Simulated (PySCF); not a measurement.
**Adding and removing an electron: InGe**

UHF-SCS-MP2; PySCF, scalar-relativistic core potentials, basis sets In cc-pVDZ-PP with ECP28, Ge cc-pVDZ-PP with ECP10. Neutral (UHF): quartet (σ ↑, π ↑↑), Re = 2.683 Å, ωe = 183 cm⁻¹, De = 1.77 eV.

InGe⁺ (UHF): triplet (σ ↑, π ↑), Re = 3.241 Å, ωe = 80.6 cm⁻¹, De = 0.52 eV to In⁺ + Ge. The energies at the minima are -482.71307 hartree for InGe and -482.47133 for InGe⁺.

Problem. Work out the adiabatic ionisation energy, without and with harmonic zero-point energies (1 hartree = 27.2114 eV, 1 eV = 8065.5 cm⁻¹), and the change of the bond length.

Solution. At UHF-SCS-MP2: 0.24174 hartree = 6.578 eV between the minima; the zero-point term (80.6 − 183.0)/2 cm⁻¹ = -0.006 eV makes it 6.572 eV. Re changes by +55.8 pm against the neutral. The electron leaves a π orbital, and the ion is left as a loose complex of an ion and an atom.

Correlated steps freeze 8 core orbitals. Correlated levels converge slowly with the basis: in double zeta they bind strong bonds too weakly, by up to about 1 eV, and carry superposition errors of some tenths. These are scalar-relativistic numbers at best; spin–orbit coupling would shift them, the dissociation energy most. For an ion De counts to the pair picked by the measured ionisation energies or electron affinities, which need not be the lowest pair at this level. States were picked by a PBE0 search and need not be the measured ground states.
